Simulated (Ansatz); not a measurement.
Cost and result up the ladder for the cluster ZrO3H2 (6 atoms). Charge 0, multiplicity 1. Geometry: PBE-D4/def2-TZVP.

```xyz
6

Zr   -0.6102    0.1525   -0.1938
O    -0.0098   -1.6728   -0.6802
O    -1.2437    0.2055    1.4572
O     0.7420    1.5700   -0.4951
H     0.0107   -2.5009   -0.1796
H     1.1111    2.2458    0.0914
```

Ansatz on 4 threads of Arm Neoverse V1 on a shared host. Times are rough, and most runs start from the orbitals of an earlier one. ωB97M-V/def2-TZVP serves as the yardstick here, not as an exact answer. Differences are given only for rows in sets of like size (and for xTB, whose basis is part of the method), since another set adds its own error. Binding counts from free atoms at the same level (Zr triplet, O triplet, H doublet; other spins of the atoms weren't run), without zero-point energy or a counterpoise term.

In the def2 sets Zr takes a core potential; there is no spin–orbit coupling. LC-ωPBE has ω = 0.4 bohr⁻¹. Correlated methods freeze 3 core orbitals; core or outer-core shells of Zr are correlated, in sets that lack core-valence functions. The structure comes from a short search, and lower isomers may exist.

Correlated methods converge slowly with the basis.

```csv
level,functions,wall time,binding energy per atom (eV),difference from ωB97M-V/def2-TZVP (eV),remarks
PBE0-D4/def2-SVP,83,0.8 s,4.58,–,–
MP2/def2-TZVP,145,1 s,4.73,0.16,test for broken spin undecided
PBE0-D4/def2-TZVP,145,1.2 s,4.54,-0.03,–
LC-ωPBE/def2-TZVP,145,1.4 s,4.61,0.04,–
BLYP-D4/def2-TZVP (with forces),145,1.4 s,4.71,0.15,–
CAM-B3LYP-D4/def2-TZVP,145,1.6 s,4.59,0.03,–
PBE0-D4/def2-TZVPD,178,1.9 s,4.55,-0.02,–
B97M-V/def2-TZVP,145,4.6 s,4.57,0.00,–
ωB97M-V/def2-TZVP,145,5.5 s,4.57,0.00,–
CCSD(T)/def2-TZVPP,177,62 s,4.53,-0.04,test for broken spin undecided
```
